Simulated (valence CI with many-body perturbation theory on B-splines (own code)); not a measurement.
# Ir⁶⁴⁺: electric-dipole lines

Calculated by configuration interaction combined with many-body perturbation theory (CI+MBPT): three valence electrons over a frozen Dirac-Fock core [Ne], radial functions for each j: 11 s, 11 p, 10 d, 8 f, 5 g, 2 h, with the one-electron correlation potential Σ1 (screened to all orders), the two-electron term Σ2, the three-electron term Σ3, Breit, model QED; selected single and double excitations, second order for the rest, scaled by the run's own slope (own B-spline code, finite nucleus).

No measured spectrum was set against this ion. As an estimate, large intervals hold to a few tenths of a per cent, small ones and those within an open d or f shell to about a per cent.

Lines 51 to 100 of 591 in falling wavelength, among levels below 3619.9 eV, chosen from the strongest by gf and those to the six lowest levels. Wavelengths and rates use the calculated energies. Electric multipoles are in the length gauge with retardation, E1 and E2 with the static RPA response of the core. Weak lines are less certain than strong ones. Lines between different terms over intervals too small for the method are left out, as are lines whose strength nearly cancels. The highest levels of a list are the least certain.

Levels are named by their leading jj configuration (3d3/2^4 stands for four electrons in 3d with j = 3/2), which in mixed levels can hold well under half, so a name can repeat and another be missing. Letters in brackets count levels of one name in rising energy.

```tsv
λ vac (nm)	Upper	Lower	A (s⁻¹)	S (a.u.) with core polarisation	S without
5.865	(3p1/2^2 3d3/2) J=3/2	(3s 3p1/2 3d3/2) J=3/2 [b]	5.25e+10	2.09e-02	2.12e-02
5.765	(3s 3p1/2 3d3/2) J=3/2 [a]	(3s 3p1/2 3p3/2) J=3/2 [a]	2.20e+10	8.32e-03	8.44e-03
5.598	(3s 3p1/2 3d3/2) J=5/2	(3s 3p1/2 3p3/2) J=5/2	1.19e+10	6.20e-03	6.28e-03
5.439	(3s 3p1/2 3d3/2) J=1/2	(3s 3p1/2 3p3/2) J=3/2 [b]	6.67e+08	1.06e-04	1.08e-04
5.421	(3s 3p1/2 3d3/2) J=3/2 [b]	(3s 3p1/2 3p3/2) J=3/2 [a]	1.55e+09	4.88e-04	4.96e-04
5.344	(3p1/2 3d3/2 3d5/2) J=9/2	(3p1/2 3p3/2 3d5/2) J=9/2	3.67e+10	2.76e-02	2.80e-02
5.259	(3s 3p1/2 3d3/2) J=3/2 [c]	(3s 3p1/2 3p3/2) J=3/2 [b]	4.31e+09	1.24e-03	1.25e-03
5.149	(3s 3p1/2 3d3/2) J=5/2	(3s 3p1/2 3p3/2) J=3/2 [a]	8.40e+07	3.39e-05	3.42e-05
5.029	(3s^2 3d3/2) J=3/2	(3s^2 3p3/2) J=3/2	2.32e+08	5.82e-05	5.82e-05
4.817	(3s 3p1/2 3d3/2) J=3/2 [c]	(3s 3p1/2 3p3/2) J=5/2	3.50e+09	7.73e-04	7.87e-04
4.802	(3d3/2 3d5/2^2) J=11/2	(3p3/2 3d5/2^2) J=11/2	3.59e+10	2.35e-02	2.38e-02
4.780	(3s^2 4p3/2) J=3/2	(3s^2 4s) J=1/2	6.43e+11	1.39e-01	1.39e-01
4.752	(3s^2 3p3/2) J=3/2	(3s 3p1/2^2) J=1/2	5.18e+08	1.10e-04	1.11e-04
4.611	(3s 3p1/2 3d3/2) J=1/2	(3s 3p1/2 3p3/2) J=3/2 [a]	6.24e+09	6.04e-04	6.12e-04
4.481	(3s 3p1/2 3d3/2) J=3/2 [c]	(3s 3p1/2 3p3/2) J=3/2 [a]	3.09e+09	5.49e-04	5.54e-04
4.417	(3p3/2 3d5/2^2) J=5/2 [a]	(3p3/2^2 3d5/2) J=3/2	7.11e+10	1.81e-02	1.84e-02
4.216	(3p3/2 3d5/2^2) J=7/2 [a]	(3p3/2^2 3d5/2) J=5/2 [a]	4.05e+10	1.20e-02	1.21e-02
4.196	(3s 3p3/2 3d5/2) J=3/2 [a]	(3s 3p3/2^2) J=3/2	8.88e+10	1.30e-02	1.31e-02
4.185	(3d5/2^3) J=3/2	(3p3/2 3d5/2^2) J=3/2 [b]	2.01e+11	2.91e-02	2.95e-02
4.169	(3d5/2^3) J=9/2	(3p3/2 3d5/2^2) J=7/2 [b]	4.03e+11	1.44e-01	1.46e-01
4.153	(3s 3d5/2^2) J=5/2	(3s 3p3/2 3d5/2) J=3/2 [b]	7.82e+10	1.66e-02	1.68e-02
4.152	(3s 3p1/2 3d5/2) J=5/2 [a]	(3s 3p1/2 3p3/2) J=3/2 [b]	2.28e+09	4.84e-04	4.90e-04
4.121	(3d3/2 3d5/2^2) J=7/2 [a]	(3p3/2 3d3/2 3d5/2) J=5/2 [c]	1.37e+11	3.78e-02	3.82e-02
4.077	(3s 3d5/2^2) J=9/2	(3s 3p3/2 3d5/2) J=7/2 [b]	1.05e+11	3.52e-02	3.56e-02
4.071	(3d3/2 3d5/2^2) J=5/2 [a]	(3p3/2 3d3/2 3d5/2) J=3/2 [c]	9.78e+10	1.95e-02	1.98e-02
4.066	(3s 3d5/2^2) J=7/2	(3s 3p3/2 3d5/2) J=5/2 [b]	3.98e+11	1.06e-01	1.07e-01
4.021	(3d3/2 3d5/2^2) J=9/2	(3p3/2 3d3/2 3d5/2) J=7/2 [c]	3.24e+11	1.04e-01	1.05e-01
4.019	(3d5/2^3) J=5/2	(3p3/2 3d5/2^2) J=3/2 [b]	3.24e+11	6.24e-02	6.32e-02
4.008	(3d3/2 3d5/2^2) J=7/2 [b]	(3p3/2 3d3/2 3d5/2) J=5/2 [d]	1.87e+11	4.76e-02	4.82e-02
3.987	(3d3/2 3d5/2^2) J=11/2	(3p3/2 3d3/2 3d5/2) J=9/2 [b]	4.35e+11	1.63e-01	1.65e-01
3.984	(3s 3d3/2 3d5/2) J=3/2 [b]	(3s 3p3/2 3d3/2) J=1/2 [b]	9.23e+10	1.15e-02	1.17e-02
3.982	(3s 3d5/2^2) J=3/2	(3s 3p3/2 3d5/2) J=5/2 [b]	9.05e+10	1.13e-02	1.14e-02
3.979	(3s 3d3/2 3d5/2) J=5/2 [b]	(3s 3p3/2 3d3/2) J=5/2 [b]	7.57e+10	1.41e-02	1.43e-02
3.975	(3s 3d3/2 3d5/2) J=7/2 [b]	(3s 3p3/2 3d3/2) J=5/2 [b]	2.48e+11	6.15e-02	6.23e-02
3.973	(3p1/2 3d5/2^2) J=5/2	(3p1/2 3p3/2 3d5/2) J=3/2 [b]	1.01e+11	1.87e-02	1.90e-02
3.968	(3p1/2 3d5/2^2) J=7/2	(3p1/2 3p3/2 3d5/2) J=5/2 [b]	3.89e+11	9.58e-02	9.70e-02
3.968	(3d5/2^3) J=3/2	(3p3/2 3d5/2^2) J=5/2 [b]	1.08e+11	1.33e-02	1.35e-02
3.963	(3d5/2^3) J=3/2	(3p3/2 3d5/2^2) J=3/2 [a]	1.37e+11	1.68e-02	1.70e-02
3.960	(3p3/2 3d5/2^2) J=11/2	(3p3/2^2 3d5/2) J=9/2	1.98e+11	7.29e-02	7.38e-02
3.959	(3p1/2 3d5/2^2) J=3/2	(3p1/2 3p3/2 3d5/2) J=1/2	1.16e+11	1.42e-02	1.44e-02
3.953	(3s 3d5/2^2) J=3/2	(3s 3p3/2 3d5/2) J=3/2 [b]	1.57e+11	1.92e-02	1.94e-02
3.940	(3p3/2 3d3/2 3d5/2) J=7/2 [b]	(3p3/2^2 3d3/2) J=7/2	1.41e+11	3.41e-02	3.45e-02
3.939	(3d3/2 3d5/2^2) J=5/2 [a]	(3p3/2 3d3/2 3d5/2) J=3/2 [b]	2.73e+11	4.93e-02	4.99e-02
3.935	(3p3/2 3d5/2^2) J=7/2 [b]	(3p3/2^2 3d5/2) J=5/2 [b]	6.68e+11	1.61e-01	1.63e-01
3.934	(3d3/2 3d5/2^2) J=5/2 [b]	(3p3/2 3d3/2 3d5/2) J=3/2 [c]	1.56e+11	2.82e-02	2.85e-02
3.909	(3p1/2 3p3/2 3d5/2) J=3/2 [a]	(3p1/2 3p3/2^2) J=3/2	1.38e+11	1.63e-02	1.65e-02
3.898	(3d3/2 3d5/2^2) J=5/2 [a]	(3p3/2 3d3/2 3d5/2) J=5/2 [c]	9.27e+10	1.63e-02	1.65e-02
3.896	(3d3/2^2 3d5/2) J=5/2 [a]	(3p3/2 3d3/2^2) J=5/2	9.49e+10	1.66e-02	1.68e-02
3.893	(3s 3p1/2 3d5/2) J=3/2	(3s 3p1/2 3p3/2) J=1/2	2.37e+11	2.76e-02	2.79e-02
3.877	(3p1/2 3d5/2^2) J=9/2	(3p1/2 3p3/2 3d5/2) J=7/2 [b]	2.76e+11	7.94e-02	8.04e-02
```
